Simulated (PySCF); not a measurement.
**Relaxation of quartet [OsO2]+**

Method: UPBE0/[Os def2-TZVP with ECP60, O def2-TZVP], scalar-relativistic core potentials, density fitting, no spin–orbit coupling, PySCF. A (50,194) grid was used.

A hand-made side-on start, of C2v symmetry, held to at least that symmetry:

```xyz
3
charge 1 multiplicity 4, angstrom
Os    0.0000    0.0000   -0.2613
O     0.7000    0.0000    1.5678
O    -0.7000    0.0000    1.5678
```

Optimiser trace:
| step | E − E(last) (kJ/mol) | largest gradient (Eh/bohr) |
| --- | --- | --- |
| 0 | 26.15 | 0.07897 |
| 1 | 1.03 | 0.01169 |
| 2 | 0.10 | 0.00593 |
| 3 | 0.00 | 0.00066 |
| 4 | 0.00 | 0.00002 |

It ends at C2v with Os–O 1.849 Å (×2), O–O 1.394 Å; O–Os–O 44.3°, O–O–Os 67.8° (×2). A frequency run shows a minimum. Other isomers or separated fragments may lie lower.

Open d and f shells are described by one determinant, and the ground state may have another occupation or spin. At this level a doublet minimum of C2v symmetry lies 268 kJ/mol below this structure. Spin–orbit coupling, left out here, can matter for elements this heavy.

The relaxation took about 30 core-seconds on a shared host.
